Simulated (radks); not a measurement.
Effect of the nuclear size on the rubidium ion Rb+, [Kr]. All-electron calculation, Dirac Kohn-Sham, PBE, spin-unpolarised, spherical densities, finite nucleus; Fermi nuclear charge, rms radius 4.2036 fm. Program: a radial shooting solver on a logarithmic mesh with Libxc functionals. The rms radius is varied about that value; shifts are against it.

rms radius (fm)  total energy shift (eV)  density at nucleus (e/bohr^3)  1s1/2 shift (meV)  2s1/2 shift (meV)  3s1/2 shift (meV)  3p1/2 shift (meV)  4s1/2 shift (meV)
3.4554                            -0.235                      5.586e+04              -99.5              -10.2              -1.65              0.150             -0.202
4.0481                           -0.0523                      5.512e+04              -22.2              -2.27             -0.366              0.033             -0.045
4.2036                                 0                      5.494e+04              0.000              0.000              0.000              0.000              0.000
4.5945                             0.139                      5.453e+04               59.1               6.05              0.977             -0.089              0.120
5.2503                             0.398                      5.392e+04                169               17.3               2.79             -0.255              0.342

Slopes of the eigenvalues against <r^2> in GHz/fm^2, as finite differences over the two radii next to the reference (eigenvalue slopes, not the field-shift constants of lines): 1s1/2 4160, 2s1/2 426, 3s1/2 68.8, 3p1/2 -6.27, 4s1/2 8.43.
